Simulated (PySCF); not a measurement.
Constitutional and geometric isomers with formula CH4OSi. All species are isolated molecules in the gas phase. One relaxed conformer stands for each flexible species; it need not be the lowest. Strings in code marks are SMILES.

The LUMO from two functionals at the same geometries (B3LYP-D3(BJ)/def2-TZVP), both in PySCF: PBE-D3(BJ)/def2-TZVP and B3LYP-D3(BJ)/def2-TZVP. B3LYP has the VWN-RPA correlation part, as in Gaussian. 

| species | PBE-D3(BJ)/def2-TZVP (eV) | B3LYP-D3(BJ)/def2-TZVP (eV) |
|---|---|---|
| `O=C[SiH3]` | -2.83 | -1.91 |
| `C1O[SiH2]1` | -1.37 | -0.76 |
| `C[SiH]=O` | -2.38 | -1.72 |
| `C=[SiH]O` (C–Si–O–H torsion 0°) | -1.14 | -0.50 |

Over these rows, drawn at random from the members with no instability flagged (it was tested for open shells, ions and some series alone), PBE minus B3LYP-D3(BJ): mean -0.71 eV, from -0.92 eV to -0.61 eV.
